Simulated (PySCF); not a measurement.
Al(CF3)(F)(OH) (CHAlF4O), SMILES [OH][Al]([F])[C](F)(F)F. Atoms are numbered in the order given.

```xyz
8

Al    -0.0184     0.2500     0.9779
C      0.0057    -0.2217    -0.9697
F     -0.4762     0.7556    -1.7540
F     -0.7282    -1.3210    -1.2240
F      1.2551    -0.4830    -1.3985
F     -0.5576     1.7451     1.4442
O      0.5216    -0.9128     2.0601
H      0.5930    -0.8890     3.0146
```
Charge 0, spin multiplicity 1.

Geometry: PBE0-D3(BJ)/def2-SVP. One conformer was computed; it need not be the lowest.

Method: TDA-PBE0/def2-SVPD in PySCF 2.14.0.

Vertical excitations. Gas-phase values at a fixed geometry.

```csv
state,energy (eV),λ (nm),f,main pairs
S1,7.37,168,0.010,"HOMO→LUMO+1 75 %, HOMO−1→LUMO 23 %"
S2,7.48,166,0.102,HOMO→LUMO 91 %
S3,7.59,163,0.105,"HOMO−1→LUMO 74 %, HOMO→LUMO+1 22 %"
S4,7.85,158,0.066,"HOMO−2→LUMO 73 %, HOMO−1→LUMO+1 20 %"
S5,8.08,154,0.020,HOMO−2→LUMO+1 96 %
S6,8.41,147,0.096,"HOMO−1→LUMO+1 70 %, HOMO−2→LUMO 20 %"
S7,9.02,137,0.095,HOMO→LUMO+2 91 %
S8,9.19,135,0.011,HOMO−1→LUMO+2 95 %
S9,9.43,131,0.041,HOMO−4→LUMO 84 %
S10,9.52,130,0.062,HOMO−5→LUMO 93 %
T1,6.50,191,0,HOMO→LUMO+1 95 %
T2,6.59,188,0,HOMO→LUMO 91 %
T3,7.08,175,0,HOMO−1→LUMO 93 %
T4,7.27,171,0,"HOMO−1→LUMO+1 78 %, HOMO−2→LUMO 17 %"
```
Triplets are in the Tamm–Dancoff approximation.
